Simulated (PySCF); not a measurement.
## Working out the ionisation energy of Pb

Pb [Xe] 4f14 5d10 6s2 6p2 (3P) → Pb⁺ [Xe] 4f14 5d10 6s2 6p1 (2P). All numbers are calculated (PySCF 2.14, scalar relativity through the core potential, in aug-cc-pVTZ-PP with ECP60MDF). Frozen: 5s2 5p6 5d10. Energies in hartree (1 hartree = 27.21139 eV):

```tsv
part	Pb (lower)	Pb⁺ (upper)
UHF	-191.835762	-191.594417
CCSD correlation	-0.046876	-0.035840
(T)	-0.001106	-0.000418
```

Task: What does Hartree-Fock give?

Result: (-191.594417) − (-191.835762) = 0.241345 hartree = 6.567 eV.

Task: What do CCSD and CCSD(T) give?

Result: The CCSD correlation energies differ by 0.011036 hartree = 0.300 eV and the triples by 0.000688 hartree = 0.019 eV, so CCSD gives 6.867 eV and CCSD(T) 6.886 eV.

Reference: 7.417 eV (measured; NIST Atomic Spectra Database, ionization energies), between the lowest levels; spin-orbit coupling is absent from the calculation.

What remains against the reference includes basis incompleteness, the frozen core and higher excitations.
